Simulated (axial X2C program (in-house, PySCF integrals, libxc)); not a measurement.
# Outer orbitals of SiGe⁺ at 2.352 Å, LDA

All values were computed with an in-house relativistic program for diatomic molecules. Spin-free means the one-electron spin-free X2C Hamiltonian; two-component (2c) means X2C with spin–orbit coupling and atomic mean-field two-electron Coulomb and Gaunt terms, so the difference of the two also holds small scalar two-electron terms. Basis: Ge dyall-cv3z [9s9p7d4f1g], Si dyall-v3z [8s7p2d1f] (cores contracted in-house); Gaussian nuclei, density fitting, unrestricted open shells. Masses: Ge 73.921 u, Si 27.977 u.

The distance is close to the 2c PBE0 minimum; the highest filled and lowest empty levels are listed.

Spin-free orbitals, state M_S = 3/2, Λ = 0 (beyond evenly filled blocks: σα, π+α, π-α) (Löwdin shares):

```json
{"symmetry": "σα", "occupied": "yes", "ε (eV)": "-20.48", "atomic character": "52% Ge s, 30% Si s, 8% Si p"}
{"symmetry": "σβ", "occupied": "yes", "ε (eV)": "-19.16", "atomic character": "56% Ge s, 27% Si s, 8% Si p"}
{"symmetry": "σα", "occupied": "yes", "ε (eV)": "-16.72", "atomic character": "46% Si s, 27% Ge s, 14% Ge p"}
{"symmetry": "σβ", "occupied": "yes", "ε (eV)": "-15.45", "atomic character": "49% Si s, 24% Ge s, 15% Ge p"}
{"symmetry": "σα", "occupied": "yes", "ε (eV)": "-12.15", "atomic character": "46% Si p, 40% Ge p, 7% Si s"}
{"symmetry": "π-α", "occupied": "yes", "ε (eV)": "-11.81", "atomic character": "49% Si p, 45% Ge p, 3% Ge d"}
{"symmetry": "π+α", "occupied": "yes", "ε (eV)": "-11.81", "atomic character": "49% Si p, 45% Ge p, 3% Ge d"}
{"symmetry": "σβ", "occupied": "no", "ε (eV)": "-10.82", "atomic character": "45% Si p, 41% Ge p, 7% Si s"}
{"symmetry": "π-β", "occupied": "no", "ε (eV)": "-10.53", "atomic character": "50% Ge p, 46% Si p, 2% Si d"}
{"symmetry": "π+β", "occupied": "no", "ε (eV)": "-10.53", "atomic character": "50% Ge p, 46% Si p, 2% Si d"}
{"symmetry": "π-α", "occupied": "no", "ε (eV)": "-9.20", "atomic character": "47% Ge p, 44% Si p, 5% Si d"}
{"symmetry": "π+α", "occupied": "no", "ε (eV)": "-9.20", "atomic character": "47% Ge p, 44% Si p, 5% Si d"}
```

Spinors with spin–orbit coupling (state Ω = 3/2):

| ω | occupied | ε (eV) | atomic character | λ mixture |
| --- | --- | --- | --- | --- |
| 1/2 | yes | -20.48 | 52% Ge s, 30% Si s, 8% Si p | 100% σ |
| -1/2 | yes | -19.16 | 56% Ge s, 27% Si s, 8% Si p | 100% σ |
| 1/2 | yes | -16.72 | 46% Si s, 28% Ge s, 13% Ge p | 100% σ |
| -1/2 | yes | -15.45 | 49% Si s, 24% Ge s, 15% Ge p | 100% σ |
| 1/2 | yes | -12.15 | 46% Si p, 41% Ge p, 7% Si s | 100% σ |
| -1/2 | yes | -11.85 | 48% Si p, 46% Ge p, 2% Ge d | 100% π |
| 3/2 | yes | -11.77 | 50% Si p, 44% Ge p, 3% Ge d | 100% π |
| -1/2 | no | -10.82 | 45% Si p, 41% Ge p, 7% Si s | 100% σ |
| 1/2 | no | -10.57 | 51% Ge p, 45% Si p, 2% Si d | 100% π |
| -3/2 | no | -10.49 | 48% Ge p, 47% Si p, 2% Si d | 100% π |
| -1/2 | no | -9.24 | 46% Ge p, 45% Si p, 4% Si d | 100% π |

Task: How does the gap between the highest filled and lowest empty level change from the spin-free to the 2c table?

Result: From 0.99 to 0.95 eV at LDA, a change of -0.04 eV.

Mulliken charges and populations of the two-component result (they depend on the basis, above all on diffuse functions):

Ge 0.56 e (s 7.88 p 13.50 d 10.05 f 0.01), Si 0.44 e (s 5.88 p 7.61 d 0.07 f 0.01). ⟨Lz⟩ = 0.00 ħ and ⟨Sz⟩ = 1.50 ħ (0.71 and 0.79 on the two atoms), which add up to Ω.

One determinant describes the state; a PBE0 search over occupations chose it and may have missed a lower one. Density functionals use the spin component along the axis (collinear). PBE0 can misorder states that lie within some tenths of an eV, so this need not be the ground state of the molecule. The nearest other spin-free determinant of the search, M_S = 1/2, Λ = 0, lies 0.37 eV up at the distance of the search. With several unpaired electrons one determinant need not be a pure state. This is the top spin component of a Σ state; components of lower Ω are not single determinants and can lie lower.
